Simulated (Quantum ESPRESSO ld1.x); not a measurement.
Values are calculated unless marked as measured or tabulated.
Os22+, configuration [Kr] 4d10 4f8. Level of theory: scalar-relativistic Kohn-Sham, relativistic LDA (MacDonald-Vosko exchange, VWN5 correlation), spin-unpolarised, spherical densities, point nucleus (ld1.x of Quantum ESPRESSO 7.5). Some entries of the table are withheld. Estimate them.

orbital,occ.,eigenvalue (eV),<1/r> (bohr^-1),<r^2> (bohr^2)
1s,2,-73993.5,90.08,0.0004370
2s,2,-13412.6,21.10,0.006690
2p,6,-11777.3,19.00,(1)
3s,2,(2),7.830,0.04317
3p,6,-3114.85,7.204,0.04395
3d,10,-2575.64,6.802,0.03632
4s,2,-1214.60,3.431,0.2015
4p,6,-1051.38,3.142,0.2244
4d,10,-849.434,2.865,0.2437
4f,8,-624.800,2.563,0.2485

Answer. 
(1) 2p <r^2> (bohr^2): 0.005562
(2) 3s eigenvalue (eV): -3596.33
